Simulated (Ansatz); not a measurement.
Ansatz (a quantum-chemistry and plane-wave program) input (CCSD(T)/def2-TZVPPD):
A basis named .json is the Basis Set Exchange file of that set.

Ansatz 0.2 input:
```yaml
crystal:
  periodic: [false, false, false]
  atoms:
    - {symbol: Zr, position_ang: [-0.18544821, 0.12855980, -0.19408017]}
    - {symbol: O, position_ang: [1.56263140, -0.09477859, -0.41481558]}
    - {symbol: O, position_ang: [-0.63539036, -0.54802043, 1.38521642]}
basis:
  gaussian:
    orbitals: def2-TZVPPD.json
magnetization: {spin_polarized: false}
correlation: {method: ccsd_t, electrons: outside_noble_gas}
```

End of the output:

```
mean field evaluation 16: about -5327.6662 eV, gradient 8.5e1 eV
mean field evaluation 32: about -5333.7772 eV, gradient 1.9e1 eV
mean field evaluation 64: about -5332.1647 eV, gradient 1.7e-2 eV
mean field evaluation 96: about -5331.8278 eV, gradient 3.1e-4 eV
mean field evaluation 128: about -5331.4057 eV, gradient 4.1e-1 eV
mean field evaluation 160: about -5330.6337 eV, gradient 6.5e0 eV
mean field evaluation 192: about -5330.1282 eV, gradient 3.5e0 eV
mean field evaluation 224: about -5329.6958 eV, gradient 8.1e0 eV
mean field -5342.49353995 eV, -196.3330163210 hartree, gradient 2.1e-6 eV, S^2 0.000000; 0 other end points of the search recorded, 0 dependent functions left out
6 core orbitals not correlated
reference -5342.49353995 eV, -196.3330163210 hartree; 8, 8 occupied and 122, 122 virtual orbitals, 882 factors
second order -17.50027443 eV of doubles, -0.00000000 eV of singles
coupled cluster: 0.54 GiB planned
cycle   1  -15.09747573 eV  change     2.4e0 eV  update   2.5e-1
cycle   2  -16.13100470 eV  change    -1.0e0 eV  update   1.6e-1
cycle   3  -16.29621183 eV  change   -1.7e-1 eV  update   3.7e-2
cycle   4  -16.29857101 eV  change   -2.4e-3 eV  update   1.8e-2
cycle   5  -16.28578742 eV  change    1.3e-2 eV  update   6.3e-3
cycle   6  -16.29018666 eV  change   -4.4e-3 eV  update   3.4e-3
cycle   7  -16.29044224 eV  change   -2.6e-4 eV  update   1.4e-3
cycle   8  -16.28871852 eV  change    1.7e-3 eV  update   9.9e-4
cycle   9  -16.28901573 eV  change   -3.0e-4 eV  update   4.6e-4
cycle  10  -16.28945218 eV  change   -4.4e-4 eV  update   2.7e-4
cycle  11  -16.28926948 eV  change    1.8e-4 eV  update   1.6e-4
cycle  12  -16.28914377 eV  change    1.3e-4 eV  update   7.0e-5
cycle  13  -16.28928271 eV  change   -1.4e-4 eV  update   2.2e-5
cycle  14  -16.28925479 eV  change    2.8e-5 eV  update   1.2e-5
cycle  15  -16.28924950 eV  change    5.3e-6 eV  update   5.7e-6
perturbative correction -1.07119253 eV, -0.0393655995 hartree
Total energy: -5359.85398199 eV, -196.9710007985 hartree
```
